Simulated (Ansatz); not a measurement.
Level of theory: Ansatz (a first-principles code) with PBE-D3(BJ)/def2-TZVP. No frequencies were computed at this level.

Ansatz 0.2 input:
```yaml
crystal:
  periodic: [false, false, false]
  atoms:
    - { symbol: C, position_ang: [2.55111, 0.047288, 0.560639] }
    - { symbol: C, position_ang: [1.421221, 0.343931, 0.276328] }
    - { symbol: Si, position_ang: [-0.319027, 0.801789, -0.161235] }
    - { symbol: C, position_ang: [-1.353558, -0.788629, -0.211141] }
    - { symbol: H, position_ang: [3.539494, -0.21611, 0.80905] }
    - { symbol: H, position_ang: [-0.305994, 1.451216, -1.478731] }
    - { symbol: H, position_ang: [-0.826881, 1.716337, 0.869968] }
    - { symbol: H, position_ang: [-0.970344, -1.486504, -0.950722] }
    - { symbol: H, position_ang: [-2.388376, -0.574857, -0.46476] }
    - { symbol: H, position_ang: [-1.347644, -1.294462, 0.750604] }
basis:
  gaussian: { orbitals: def2-tzvp }
hamiltonian:
  xc: pbe
  dispersion: d3bj
relax:
  max_steps: 150
```

Output:

```
Functional definition: PBE
1056 factors; their error is unknown
mean field evaluation 1: about -11063.6603 eV, gradient 7.7e1 eV
mean field evaluation 2: about -11044.9370 eV, gradient 1.1e2 eV
mean field evaluation 4: about -11077.0776 eV, gradient 1.7e1 eV
mean field evaluation 8: about -11077.7278 eV, gradient 2.5e-1 eV
mean field evaluation 16: about -11077.7037 eV, gradient 2.5e-4 eV
mean field -11077.70369021 eV, -407.0981018781 hartree, gradient 6.7e-5 eV, S^2 0.000000; 0 other end points of the search recorded, 0 dependent functions left out
reference -11077.70373352 eV, -407.0981034696 hartree; 19, 19 occupied and 147, 147 virtual orbitals, 1056 factors
relax step   1: F+E_penalty+E_count = -11077.89282175 eV  Δ(F+E_penalty+E_count) = +0.000e0 eV  max|allowed force component| = 1.731e0 eV/Å  Δτ_max = 0.0000 Å  (28 SCF iters, accepted)
these checks for a lower state are left out or cut short: starts, cluster_reference, orbital_swaps, neighbouring_geometries, increment
1056 factors; their error is unknown
mean field -11077.75264330 eV, -407.0999008708 hartree, gradient 1.7e-5 eV, S^2 0.000000; 0 other end points of the search recorded, 0 dependent functions left out
reference -11077.75268670 eV, -407.0999024657 hartree; 19, 19 occupied and 147, 147 virtual orbitals, 1056 factors
relax step   2: F+E_penalty+E_count = -11077.94114356 eV  Δ(F+E_penalty+E_count) = -4.832e-2 eV  max|allowed force component| = 3.557e-1 eV/Å  Δτ_max = 0.0396 Å  (32 SCF iters, accepted)
these checks for a lower state are left out or cut short: starts, cluster_reference, orbital_swaps, neighbouring_geometries, increment
1056 factors; their error is unknown
mean field evaluation 32: about -11077.7566 eV, gradient 1.7e-5 eV
mean field -11077.75657022 eV, -407.1000451824 hartree, gradient 1.7e-5 eV, S^2 0.000000; 0 other end points of the search recorded, 0 dependent functions left out
reference -11077.75661360 eV, -407.1000467766 hartree; 19, 19 occupied and 147, 147 virtual orbitals, 1056 factors
relax step   3: F+E_penalty+E_count = -11077.94537692 eV  Δ(F+E_penalty+E_count) = -4.233e-3 eV  max|allowed force component| = 3.230e-2 eV/Å  Δτ_max = 0.0128 Å  (33 SCF iters, accepted)
these checks for a lower state are left out or cut short: starts, cluster_reference, orbital_swaps, neighbouring_geometries, increment
1056 factors; their error is unknown
mean field -11077.75671422 eV, -407.1000504744 hartree, gradient 1.7e-5 eV, S^2 0.000000; 0 other end points of the search recorded, 0 dependent functions left out
reference -11077.75675760 eV, -407.1000520686 hartree; 19, 19 occupied and 147, 147 virtual orbitals, 1056 factors
relax step   4: F+E_penalty+E_count = -11077.94548346 eV  Δ(F+E_penalty+E_count) = -1.065e-4 eV  max|allowed force component| = 1.772e-2 eV/Å  Δτ_max = 0.0030 Å  (34 SCF iters, accepted)
these checks for a lower state are left out or cut short: starts, cluster_reference, orbital_swaps, neighbouring_geometries, increment
1056 factors; their error is unknown
mean field -11077.75674316 eV, -407.1000515379 hartree, gradient 1.7e-5 eV, S^2 0.000000; 0 other end points of the search recorded, 0 dependent functions left out
reference -11077.75678653 eV, -407.1000531319 hartree; 19, 19 occupied and 147, 147 virtual orbitals, 1056 factors
relax step   5: F+E_penalty+E_count = -11077.94554320 eV  Δ(F+E_penalty+E_count) = -5.974e-5 eV  max|allowed force component| = 3.311e-3 eV/Å  Δτ_max = 0.0062 Å  (32 SCF iters, accepted)
1056 factors; their error is unknown
mean field evaluation 64: about -11077.7567 eV, gradient 6.7e-2 eV
mean field -11077.75674316 eV, -407.1000515379 hartree, gradient 1.7e-5 eV, S^2 0.000000; 1 other end points of the search recorded, 0 dependent functions left out
reference -11077.75678653 eV, -407.1000531319 hartree; 19, 19 occupied and 147, 147 virtual orbitals, 1056 factors
Total energy: -11077.94558658 eV, -407.1069914054 hartree
Atom 0 at     2.564492     0.052660     0.562739 Å, force     0.001548    -0.000850     0.000426 eV/Å
Atom 1 at     1.418762     0.348932     0.275254 Å, force    -0.002123    -0.002014    -0.000272 eV/Å
Atom 2 at    -0.314262     0.762759    -0.155772 Å, force    -0.000539     0.003311    -0.000511 eV/Å
Atom 3 at    -1.362964    -0.792320    -0.212807 Å, force     0.002380    -0.002169     0.000783 eV/Å
Atom 4 at     3.574360    -0.204592     0.815685 Å, force    -0.000050     0.001227    -0.000127 eV/Å
Atom 5 at    -0.310615     1.450791    -1.483358 Å, force    -0.000143     0.000595     0.001065 eV/Å
Atom 6 at    -0.832992     1.716699     0.872236 Å, force     0.000323     0.000337    -0.001109 eV/Å
Atom 7 at    -0.975442    -1.492588    -0.965540 Å, force    -0.000695    -0.000987    -0.000807 eV/Å
Atom 8 at    -2.402615    -0.544827    -0.471288 Å, force     0.000315     0.001369    -0.000085 eV/Å
Atom 9 at    -1.358722    -1.297517     0.762853 Å, force    -0.001014    -0.000820     0.000638 eV/Å
Dipole moment:    -0.041057    -0.163276     0.009318 e Å
```

Cost: roughly 18 core-seconds.
